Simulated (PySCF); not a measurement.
# MF for M along the chalcogens

CCSD(T) with double-zeta basis sets in PySCF, for the lowest determinant that a PBE0 search found; no spin–orbit coupling. De refers to high-spin ground-configuration atoms.

```tsv
M	basis	reference, frozen orbitals	state (unpaired electrons)	Re (Å)	ωe (cm⁻¹)	De (eV)
O	def2-SVP	UHF, 2	doublet (π ↑)	1.358	1035	1.77
S	def2-SVP	UHF, 6	doublet (π ↑)	1.636	822	2.89
Te	def2-SVP	UHF, 5	doublet (π ↑)	1.952	617	2.77
```

(1) The row for M = Se is missing. Estimate Re, ωe and De as the mean of the rows for S and Te, and compare with the calculation.

Relativity is treated differently too: O no relativity; S no relativity; Se no relativity; Te scalar-relativistic core potentials.

Correlated steps freeze the inner cores (2 to 10 orbitals); shallow outer-core shells are correlated. Correlated levels converge slowly with the basis: in double zeta they bind strong bonds too weakly, by up to about 1 eV, and carry superposition errors of some tenths. Spin–orbit coupling is left out, which matters for elements this heavy, above all for dissociation energies. States were picked by a PBE0 search and need not be the measured ground states.

Answers

(1) The means are 1.794 Å, 720 cm⁻¹ and 2.83 eV. UHF-CCSD(T) in def2-SVP gives SeF as a doublet (π ↑) with Re = 1.770 Å, ωe = 676 cm⁻¹, De = 2.76 eV, so the estimate is off by +2.4 pm, +7 % and +0.07 eV.
